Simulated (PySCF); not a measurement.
AlF2, SMILES [F][Al][F], multiplicity 2.

Geometry optimised at ωB97X-D3(BJ)/def2-TZVP. The multiplicity is an assumed one; other spin states were not compared. The isomer is the one that the SMILES or the coordinates give; other isomers of the formula were not compared.

Calculation: TDA-PBE/def2-TZVPD (PySCF 2.14.0).

Vertical excitations. 

Computed lowest excited states:
```tsv
state	energy (eV)	λ (nm)	f	main pairs
root 1	4.01	309	0.152	α HOMO→LUMO 97 %
root 2	5.18	239	0.000	β HOMO→LUMO 99 %
root 3	5.39	230	0.000	β HOMO−1→LUMO 100 %
root 4	5.51	225	0.061	α HOMO→LUMO+1 77 %, β HOMO−2→LUMO 22 %
root 5	5.76	215	0.034	β HOMO−3→LUMO 98 %
root 6	5.83	213	0.182	α HOMO→LUMO+2 96 %
root 7	5.84	212	0.092	α HOMO→LUMO+1 21 %, β HOMO−2→LUMO 76 %
root 8	6.39	194	0.061	α HOMO→LUMO+3 98 %
root 9	6.53	190	0.049	α HOMO−2→LUMO 7 %, β HOMO−4→LUMO 89 %
root 10	7.24	171	0.000	α HOMO−1→LUMO 99 %
```
Unrestricted roots are not spin-pure.
